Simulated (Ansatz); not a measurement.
A structure relaxed at PBE0-D4/def2-TZVP, charge 0, multiplicity 1:

| atom | x (Å) | y (Å) | z (Å) |
| --- | --- | --- | --- |
| C1 | 0.0941 | 1.7176 | 0.9874 |
| Al2 | -0.3492 | 0.4639 | -0.4352 |
| Cl3 | -1.6489 | 1.2179 | -1.9347 |
| B4 | 0.3178 | -1.5513 | -0.7387 |
| O5 | -0.1911 | -2.5249 | 0.0562 |
| H6 | -0.8161 | 2.0994 | 1.4605 |
| H7 | 0.7215 | 1.2739 | 1.7644 |
| H8 | 0.6221 | 2.5863 | 0.5803 |
| H9 | 1.1136 | -1.8767 | -1.5897 |
| H10 | 0.1362 | -3.4061 | -0.1506 |

Q: Give its formula and SMILES.

A: CH5AlBClO, `[CH3][Al]([Cl])[BH]O`.

Q: Summarise the bond lengths by kind.

A: 1 × Al–C 1.947 Å; 3 × C–H 1.093 to 1.095 Å; 1 × Al–Cl 2.123 Å; 1 × Al–B 2.144 Å; 1 × B–O 1.356 Å; 1 × B–H 1.210 Å; 1 × H–O 0.963 Å.

Results of the Gaussian-basis code of Ansatz.
